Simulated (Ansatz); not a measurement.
The same path of a periodic cell of 17 atoms, Rb₁₆H (host Rb, host structure bcc, interstitial H) was run twice with different band settings. Lost on the way: Rb2–Rb7, Rb7–H17. Made: Rb2–Rb6, Rb6–H17.

Theory: DFT PBE-D3(BJ), scalar-relativistic, plane waves, PAW in Ansatz 0.2.0. Settings: cutoff 420 eV, k mesh 2x2x2, fermi-dirac smearing 0.1 eV, no spin polarisation.

Relaxed end points:

```xyz
17
Lattice="11.1800 0.0000 0.0000 0.0000 11.1800 0.0000 0.0000 0.0000 11.1800" Properties=species:S:1:pos:R:3
Rb 0.000 -0.140 -0.183
Rb 5.590 0.042 -0.385
Rb 0.002 5.806 0.088
Rb 0.000 -0.140 5.768
Rb 2.704 2.582 2.793
Rb 5.593 5.373 0.154
Rb 5.590 0.043 5.974
Rb 8.480 2.582 2.793
Rb 0.002 5.805 5.497
Rb 2.978 8.526 2.794
Rb 2.640 3.013 8.382
Rb 5.593 5.370 5.428
Rb 8.207 8.525 2.794
Rb 8.547 3.015 8.382
Rb 3.179 8.345 8.386
Rb 8.001 8.344 8.386
H 5.589 9.782 8.385
```

```xyz
17
Lattice="11.1800 0.0000 0.0000 0.0000 11.1800 0.0000 0.0000 0.0000 11.1800" Properties=species:S:1:pos:R:3
Rb -0.003 -0.173 -0.138
Rb 5.586 -0.368 0.033
Rb -0.003 5.756 -0.139
Rb -0.003 0.101 5.788
Rb 2.690 2.791 2.592
Rb 5.586 5.961 0.027
Rb 5.587 0.151 5.379
Rb 8.485 2.791 2.592
Rb -0.003 5.482 5.788
Rb 2.639 8.381 3.004
Rb 2.961 2.792 8.522
Rb 5.587 5.432 5.379
Rb 8.535 8.381 3.004
Rb 8.213 2.792 8.522
Rb 3.166 8.380 8.354
Rb 8.015 8.380 8.350
H 5.588 8.383 9.783
```

Common settings: climbing image yes; spring 5.0 eV/Å²; optimiser quadratic models (default); force threshold 0.05 eV/Å; end points relaxed.

| run | movable images | start path | iteration limit |
| --- | --- | --- | --- |
| 1 | 7 | straight line | 22 |
| 2 | 3 | default | 6 |

(1) What does each run give, and how far can it be trusted?

Results:

(1) Run 1: converged after 8 iterations, highest image 0.062 eV above the first end. The order of the stationary point at the top wasn't checked.
Run 2: converged after 6 iterations, highest image 0.066 eV above the first end. The order of the stationary point at the top wasn't checked.
Limits of this set-up: coarse k mesh, odd electron count without spin, a small cell, in which the defect meets its images.
